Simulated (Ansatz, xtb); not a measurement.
## Cl2H4SiSn: where a starting geometry ends

The starting geometry of this gas-phase singlet has its atoms placed at random.

```xyz
8

Cl   -0.1446   -0.8945   -2.0737
Cl   -1.0964   -0.7693    0.3137
Si    1.0661   -0.4353    0.5437
Sn   -0.7797    1.0726   -0.7363
H     1.5569   -1.3051   -1.0566
H    -1.6844    0.4385    1.1361
H     2.2650    0.6704   -0.5015
H     0.3199   -1.8175   -1.5151
```

Question: One run relaxed it with r2SCAN-D4/def2-SVP. What is a likely outcome?

Answer: It loosens into ClH3SiSn + ClH, which stay close as a complex. Distances that change by over a tenth: Cl1–H8 (1.17 → 1.30 Å), Cl2–Sn4 (2.14 → 2.63 Å), Si3–Sn4 (2.71 → 3.11 Å). Contacts that open: Cl1–Sn4 (2.46 → 3.91 Å), Cl2–H6 (1.58 → 3.11 Å). Contacts that close: Si3–H5 (1.89 → 1.54 Å), Si3–H7 (1.94 → 1.62 Å), Sn4–H6 (2.17 → 1.79 Å), Sn4–H7 (3.08 → 2.05 Å).

The energy falls by 10.98 eV over 23 steps:

| step | E − E(last) (eV) |
| --- | --- |
| 1 | 10.979 |
| 3 | 3.985 |
| 6 | 1.127 |
| 8 | 0.323 |
| 11 | 0.035 |
| 13 | 0.011 |
| 16 | 0.001 |
| 18 | 0.000 |
| 21 | 0.000 |
| 23 | 0.000 |

Final geometry (Å):

```yaml
atoms:
  - { symbol: Cl, position_ang: [-0.2391, -1.7136, -3.1620] }
  - { symbol: Cl, position_ang: [-0.8535, -1.3338, 0.5125] }
  - { symbol: Si, position_ang: [1.3777, -0.8438, 0.6624] }
  - { symbol: Sn, position_ang: [-0.7658, 1.0920, -0.4973] }
  - { symbol: H, position_ang: [1.5700, -1.0593, -0.8534] }
  - { symbol: H, position_ang: [-1.1528, 1.6966, 1.1386] }
  - { symbol: H, position_ang: [1.0249, 0.7178, 0.4379] }
  - { symbol: H, position_ang: [0.5414, -1.5961, -2.1284] }
```

From the same start GFN2-xTB ends elsewhere, differing in Cl1–Sn4 (2.81 against 3.91 Å here), Cl2–Si3 (3.77 against 2.29 Å here), Si3–Sn4 (2.65 against 3.11 Å here), Si3–H6 (1.47 against 3.62 Å here), Sn4–H6 (3.52 against 1.79 Å here), Sn4–H7 (3.52 against 2.05 Å here).

From so rough a start the end depends on the optimiser's path, so another program may land elsewhere. The end wasn't checked by frequencies. Atoms past krypton carry core potentials, without spin–orbit terms. Run with Ansatz 0.2.0, 3.9 min on 1 thread of AMD EPYC (Zen 3), with other jobs on the host.
